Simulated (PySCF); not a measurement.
## UHF on Ni (nickel, neutral)

Configuration: [Ar] 3d7 4s2 5s1, high-spin 5F determinant (an excited configuration). Computed with PySCF 2.14 in aug-cc-pwCVTZ (10s9p7d4f3g, 127 functions), with the non-relativistic Hamiltonian (point nucleus).

| Property | Result |
| --- | --- |
| Total energy | -1506.538861 hartree |
| One-electron energy | -2080.9536 hartree |
| Hartree (Coulomb) energy | 635.8262 hartree |
| Exchange energy | -61.4115 hartree |
| Kinetic energy | 1506.59540 hartree |
| ⟨S²⟩ | 6.0055 |
| ⟨L²⟩ | 12.026 |
| Sum of ⟨r⟩ | 27.32 bohr |
| Sum of ⟨r²⟩ | 96.94 bohr² |
| Density at the nucleus (Gaussians lack the cusp) | 14800 bohr⁻³ |
| Spin density at the nucleus | 1.10 bohr⁻³ |
| Langevin diamagnetic susceptibility | -76.8 ×10⁻⁶ cm³/mol |

| shell | electrons | mean orbital energy (eV) | spread (eV) | rms radius, mean of both spins (bohr) |
| --- | --- | --- | --- | --- |
| 1s α | 1 | -8329.1 | 0 | 0.0635 |
| 1s β | 1 | -8329.1 | 0 | 0.0635 |
| 2s α | 1 | -1047.1 | 0 | 0.268 |
| 2s β | 1 | -1043.8 | 0 | 0.268 |
| 2p α | 3 | -911.47 | 0 | 0.239 |
| 2p β | 3 | -908.29 | 0 | 0.239 |
| 3s α | 1 | -149.82 | 0 | 0.797 |
| 3s β | 1 | -141.40 | 0 | 0.797 |
| 3p α | 3 | -106.34 | 0 | 0.842 |
| 3p β | 3 | -96.265 | 0 | 0.842 |
| 3d α | 5 | -33.654 | 1.614 | 1.01 |
| 3d β | 2 | -29.616 | 0 | 1.01 |
| 4s α | 1 | -13.900 | 0 | 2.72 |
| 4s β | 1 | -12.982 | 0 | 2.72 |
| 5s α | 1 | -2.592 | 0 | 8.30 |

The outer electron is Rydberg-like, and this basis confines it to a smaller radius and binds it less than a complete one would.

Spin-orbit constants ζ (cm⁻¹) from the X2C one-electron operator on these orbitals (non-relativistic here): bare nucleus, nucleus screened by l(l+1)(2l+1)/3 electrons, and screened by the Breit-Pauli mean field of the electrons.

| shell | bare | screened nucleus | mean field |
| --- | --- | --- | --- |
| 2p | 93840 | 87140 | n/a |
| 3p | 11850 | 11010 | n/a |
| 3d | 1266 | 813.7 | n/a |

To first order the Landé constant is A = -203.4 cm⁻¹, so the lowest level has J = 5 and lies 0.151 eV below the centre of the term. This holds in LS coupling only.
